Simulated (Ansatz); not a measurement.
Consider the redistribution: `COB(O)O[SiH3]` + `[CH3][SnH2][SiH2]S` → `COB(S)O[SiH3]` + `[CH3][SnH2][SiH2]O`.

Gas-phase electronic energies from Ansatz, PBE0-D4/def2-TZVP geometries. CCSD(T)/CBS is the MP2 limit (def2-TZVPP, def2-QZVPP) plus CCSD(T) − MP2 in def2-TZVPP, frozen cores. Functionals use def2-TZVPP. B3LYP here is the variant with VWN-RPA as its local correlation; programs differ in this. Elements past krypton have def2 core potentials. For Sn outer-core shells are correlated without core-valence functions, which leaves a few kJ/mol of doubt a bond. One conformer a species, not always the lowest.

(1) Is it downhill or uphill in electronic energy at CCSD(T)/CBS, and by how much? (An estimate is asked.)

(2) What do these levels give: r2SCAN-D4, B3LYP-D4, ωB97X-V, B2PLYP, PBE, PBE0, MP2/def2-TZVPP, CCSD/def2-TZVPP, HF/def2-QZVPP, MP2/def2-QZVPP, HF/CBS(def2), CCSD/CBS(def2)? (Estimate.)

Largest T1 diagnostic among the species: 0.012.

Answers

(1) Ansatz gave: Uphill: ΔE = +35.0 kJ/mol.

(2) The calculation gave: r2SCAN-D4 35.8, B3LYP-D4 32.1, ωB97X-V 33.5, B2PLYP 31.8, PBE 35.5, PBE0 38.5, MP2/def2-TZVPP 32.3, CCSD/def2-TZVPP 35.4, HF/def2-QZVPP 37.3, MP2/def2-QZVPP 32.2, HF/CBS(def2) 37.2, CCSD/CBS(def2) 35.8 kJ/mol.

From PBE to PBE0 (25 % exact exchange), in def2-TZVPP and without D4, ΔE moves by +3.0 kJ/mol. In def2-TZVPP, CCSD(T) changes the Hartree–Fock value by −3.3 kJ/mol (the triples alone add −0.8 kJ/mol) and MP2 by −5.7 kJ/mol.
